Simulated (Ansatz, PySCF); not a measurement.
Gas-phase reaction (SMILES): CC(F)(F)CO + 4 C (CH4) → 2 CC (C2H6) [ethane] + 2 CF (CH3F) + CO (CH4O) [methanol]; bond separation energy.

Structures are relaxed separately at B3LYP-D3(BJ)/def2-TZVP in Ansatz (a quantum-chemistry and plane-wave program), one conformer each, not searched for the lowest. Valence correlation only, unless marked. No spin-orbit coupling. Non-relativistic. CBS marks a two-point X^-3 extrapolation of the correlation energy; Hartree-Fock from the larger set. [CCSD(T)-MP2]/basis is that difference in the basis named. Thermal terms are rigid-rotor harmonic-oscillator values from B3LYP-D3(BJ) frequencies (Ansatz or PySCF) at 298.15 K and 1 atm. 1 Eh = 627.5095 kcal/mol.

```
species     E, RI-MP2/CBS(cc-pVTZ,cc-pVQZ)+[CCSD(T)-MP2]/cc-pVTZ (Ansatz) (Eh)  E, PBE-D3(BJ)/def2-TZVPD (Ansatz + dftd3) (Eh)  H - E (Eh)  G - E (Eh)
----------  ------------------------------------------------------------------  ----------------------------------------------  ----------  ----------
CC(F)(F)CO                                                          -392.51889                                      -392.59379     0.10009     0.06133
C (CH4)                                                              -40.46125                                       -40.46420     0.04840     0.02728
CC (C2H6)                                                            -79.71807                                       -79.73427     0.07887     0.05302
CF (CH3F)                                                           -139.63110                                      -139.65003     0.04297     0.01769
CO (CH4O)                                                           -115.61425                                      -115.63404     0.05533     0.02827
```

Q: Work out ΔE and ΔH, ΔG, ΔS and the equilibrium constant at 298.15 K at the first level, then ΔH at the second.

A: 
1. ΔE = [2×(-79.71807) + 2×(-139.63110) + (-115.61425)] - [(-392.51889) + 4×(-40.46125)] = 0.05130 Eh = 32.2 kcal/mol at RI-MP2/CBS(cc-pVTZ,cc-pVQZ)+[CCSD(T)-MP2]/cc-pVTZ.
2. The terms H - E add up to 0.00532 Eh, so ΔH = (0.05130 + (0.00532))×627.5095 = 35.5 kcal/mol.
3. The terms G - E add up to -0.00076 Eh, so ΔG = 31.7 kcal/mol, and ΔS = (0.00532 - (-0.00076))×627509.5/298.15 = 12.8 cal/(mol K).
4. log10 K = -ΔG/(RT ln 10) = -23.2, with RT ln 10 = 1.3642 kcal/mol.
5. At PBE-D3(BJ)/def2-TZVPD the same steps give ΔE = 30.1 and ΔH = 33.4 kcal/mol, a shift of -2.1 from the first level.
6. These values are not checked against measurement here, since the tables used lack a sound gas-phase enthalpy of formation for at least one species.
